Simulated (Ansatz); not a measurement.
Gas-phase electronic energies from Ansatz, PBE0-D4/def2-TZVP geometries. CCSD(T)/CBS is the MP2 limit (def2-TZVPP, def2-QZVPP) plus CCSD(T) − MP2 in def2-TZVPP, frozen cores. This one scheme is used for every species, atoms too. Functionals use def2-TZVPP. Open shells (•) are unrestricted, without spin–orbit coupling. Spin–orbit coupling would lower the free atoms: a little for O, S; clearly for Ge. Bonds to Ge are less sure, by a few kJ/mol each and by 10 to 20 or more in all where they break to atoms, as the def2 sets lack core-valence functions. Scalar relativity is left out up to krypton. Each species was taken in one conformer, which may not be the lowest.

Consider the atomization: `[NH2][GeH]([OH])[SH]` → Ge• + 5 H• + N• + O• + S•.

CCSD(T)/CBS gives +30.07 eV.

Question: Another level gave +29.45 eV. Which?
A. LDA (SPW92)/def2-TZVPP
B. BHLYP-D4/def2-TZVPP
C. B2PLYP/def2-TZVPP
D. PBE-D4/def2-TZVPP

Answer: C. B2PLYP 29.45, PBE-D4 30.32, LDA (SPW92) 34.67, BHLYP-D4 28.66 eV.

Largest T1 diagnostic among the species: 0.011.

The D4 term adds +0.32 eV with B3LYP and +0.17 eV with PBE0; it sums over pairs of atoms, weighted by their polarisabilities, and B3LYP, whose exchange is more repulsive, gets the larger term. At CCSD(T), def2-SVP lies −2.81 eV from the extrapolated value and def2-TZVPP −0.94 eV: correlation converges slowly with the basis, and small sets miss more of it in the bonded molecule than in its fragments. From PBE to PBE0 (25 % exact exchange), in def2-TZVPP and without D4, ΔE moves by −0.69 eV: exact exchange takes away binding that semilocal exchange gives to molecules.

B3LYP here is the variant with VWN-RPA as its local correlation; programs differ in this.

For atomizations the MP2-based limit and the directly extrapolated one differ by several kJ/mol either way, and by 10 to 25 for some Ge, Se and Sn compounds, so smaller differences from it don't rank the levels.
